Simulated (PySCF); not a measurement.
Compound: SnHMe2F, C₂H₇FSn.
SMILES: `[SnH]([F])([CH3])[CH3]`

Method used: PySCF, PBE0-D3(BJ)/def2-SVP geometry optimisation, gas phase, def2 core potentials past Kr.

Masses are those of the commonest isotopes; rigid-rotor values at the optimised geometry. 

Give the principal moments of inertia and the rotational constants in GHz.

Ia = 117.49, Ib = 131.22, Ic = 195.78 u·Å²; 505379 MHz·u·Å²/I gives 4302, 3852 and 2581 MHz, that is A = 4.3016, B = 3.8515, C = 2.5814 GHz.

Classify the top.

An asymmetric top; Ray's κ = 0.477.

Is it planar, by Δ = Ic − Ia − Ib?

Not planar: Δ = Ic − Ia − Ib = -52.93 u·Å². For a rigid frame Δ = −2 Σ m c², so Σ m c² = 26.46 u·Å² lies off the ab plane: 9.50 from hydrogen and 16.96 from heavier atoms. The atom farthest from that plane is 1.92 Å away.

Give the coordinates in the principal-axis frame, origin at the centre of mass.

The sense of each axis is arbitrary; atoms in the order of the calculation.
```tsv
atom	mass (u)	a (Å)	b (Å)	c (Å)
Sn1	119.902	0.000	0.046	0.207
H2	1.008	-0.001	-0.134	1.915
C3	12.000	1.790	0.921	-0.568
H4	1.008	1.879	1.964	-0.231
H5	1.008	1.762	0.901	-1.667
H6	1.008	2.666	0.357	-0.220
C7	12.000	-1.792	0.919	-0.568
H8	1.008	-2.669	0.375	-0.190
H9	1.008	-1.781	0.865	-1.666
H10	1.008	-1.863	1.973	-0.262
F11	18.998	0.001	-1.789	-0.464
```

Where do the levels up to J = 5 lie, in cm⁻¹?

Above 0(0,0):
J = 1: 1(0,1) 0.2146, 1(1,1) 0.2296, 1(1,0) 0.2720
J = 2: 2(0,2) 0.6131, 2(1,2) 0.6164, 2(1,1) 0.7435, 2(2,1) 0.7885, 2(2,0) 0.8192
J = 3: 3(0,3) 1.1805, 3(1,3) 1.1810, 3(1,2) 1.4165, 3(2,2) 1.4323, 3(2,1) 1.5392, 3(3,1) 1.6288, 3(3,0) 1.6475
J = 4: 4(0,4) 1.9189, 4(1,4) 1.9190, 4(1,3) 2.2601, 4(2,3) 2.2634, 4(2,2) 2.4805, 4(3,2) 2.5227, 4(3,1) 2.6053, 4(4,1) 2.7522, 4(4,0) 2.7619
J = 5: 5(0,5) 2.8294, 5(1,5) 2.8294, 5(1,4) 3.2709, 5(2,4) 3.2714, 5(2,3) 3.6036, 5(3,3) 3.6158, 5(3,2) 3.8052, 5(4,2) 3.8899, 5(4,1) 3.9470, 5(5,1) 4.1600, 5(5,0) 4.1646
The levels of one J sum to (2J + 1)J(J + 1)(A + B + C)/3.

Which types of transition are allowed, and where do some lines up to J = 4 fall?

The dipole components are |μa| = 0.00 D, |μb| = 3.15 D, |μc| = 0.35 D; the mirror of this Cs structure is the bc plane, so μa vanishes by symmetry and there are no a-type lines. The squared components, which scale the intensities, stand as 1.00 : 0.01 (b : c). Some lines, for components of 0.1 D or more:

```csv
type,branch,"J(Ka,Kc)",MHz,lower level (cm⁻¹)
c,Q,"4(3,2) ← 4(2,2)",1266,2.480
b,Q,"2(2,0) ← 2(1,1)",2270,0.743
b,Q,"4(3,1) ← 4(2,2)",3740,2.480
b,Q,"2(1,1) ← 2(0,2)",3910,0.613
b,Q,"2(2,1) ← 2(1,2)",5161,0.616
b,Q,"4(2,2) ← 4(1,3)",6607,2.260
b,Q,"3(2,2) ← 3(1,3)",7533,1.181
c,R,"1(1,0) ← 0(0,0)",8153,0.000
b,R,"2(1,2) ← 1(0,1)",12046,0.215
c,R,"2(2,0) ← 1(1,0)",16406,0.272
b,R,"2(2,0) ← 1(1,1)",17676,0.230
b,R,"4(0,4) ← 3(1,3)",22123,1.181
b,R,"4(1,4) ← 3(0,3)",22139,1.181
c,R,"3(2,1) ← 2(1,1)",23855,0.743
b,R,"4(2,3) ← 3(1,2)",25387,1.417
b,R,"3(3,0) ← 2(2,1)",25750,0.789
b,R,"3(2,1) ← 2(1,2)",27666,0.616
b,R,"4(3,2) ← 3(2,1)",29485,1.539
c,R,"4(2,2) ← 3(1,2)",31896,1.417
c,R,"4(3,1) ← 3(2,1)",31959,1.539
c,R,"4(1,3) ← 3(0,3)",32365,1.181
c,R,"4(3,2) ← 3(2,2)",32691,1.432
b,R,"4(4,1) ← 3(3,0)",33118,1.647
b,R,"4(4,0) ← 3(3,1)",33968,1.629
b,R,"4(2,2) ← 3(1,3)",38958,1.181
```

Estimate the classical rotational partition function at 25 K, 100 K and 298.15 K.

Point group Cs, symmetry number σ = 1; q = (√π/σ)·√((kT/h)³/(ABC)), k/h = 20836.6 MHz/K: 3220 at 25 K, 25800 at 100 K, 133000 at 298.15 K.

No PBE0-D3(BJ)/def2-SVP frequencies stand behind this structure, so it isn't proved a minimum. Constants of a rigid frame at the computed geometry: no zero-point averaging, no centrifugal distortion. A rigid rotor knows nothing of internal rotation, which can split or shift real lines.
